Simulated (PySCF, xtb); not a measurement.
AlH₄, SMILES [AlH4-], charge -1.

Harmonic wavenumbers (cm⁻¹) from xtb with GFN2-xTB at its own minimum, in rising order: 671, 672, 813, 813, 813, 1369, 1370, 1370, 1472.

Problem. What does PBE0-D3(BJ)/def2-TZVPD run with PySCF 2.14.0 give at its own minimum? (The exact figures need the calculation; the answer reports its results.)

Solution. 750, 750, 763, 763, 763, 1645, 1645, 1645, 1727. Paired by order, the mean absolute difference is 154 cm⁻¹ and the zero-point energies are 13.4 and 14.9 kcal/mol.
